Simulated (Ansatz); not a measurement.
Species: C₂H₅Al, charge 0, singlet. C2H5Al (SMILES C=[CH][AlH2]).
B3LYP-D3(BJ)/def2-TZVP minimum from Ansatz (a first-principles code):
```
C
C 1 1.3384
H 2 1.0867 1 121.78
H 2 1.0874 3 115.19 1 180.00
H 1 1.0892 2 116.53 3 180.00
Al 1 1.9403 5 122.73 2 -180.00
H 6 1.5816 1 121.57 5 0.00
H 6 1.5822 7 121.13 1 180.00
```
Charge 0, spin multiplicity 1.

Atomisation energy term by term, kcal/mol (programs: Ansatz). Open shells are spin-unrestricted; no spin-orbit coupling. Correlated methods leave the cores frozen. Rows without X2C or -DK are non-relativistic. CBS(X,Y): correlation extrapolated as X^-3, Hartree-Fock from the larger set. A bracket is a step between two methods taken in the basis named. 'core' is core correlation in cc-pwCVTZ (1s frozen past Ne), 'X2C' scalar relativity in cc-pVTZ-DK, both at CCSD(T). Where a partner has so few electrons that a lower coupled-cluster level is exact, that level stands in.

```csv
term,basis,kcal/mol
Hartree-Fock,cc-pV(Q+d)Z,506.04
CCSD correlation,"CBS(cc-pV(T+d)Z,cc-pV(Q+d)Z)",150.06
(T),"CBS(cc-pV(T+d)Z,cc-pV(Q+d)Z)",9.11
CCSDT(Q) - CCSD(T),cc-pV(D+d)Z,0.42
core correlation,cc-pwCVTZ,1.44
scalar relativity,"X2C, cc-pVTZ-DK",-0.73
sum: De,,666.3
```
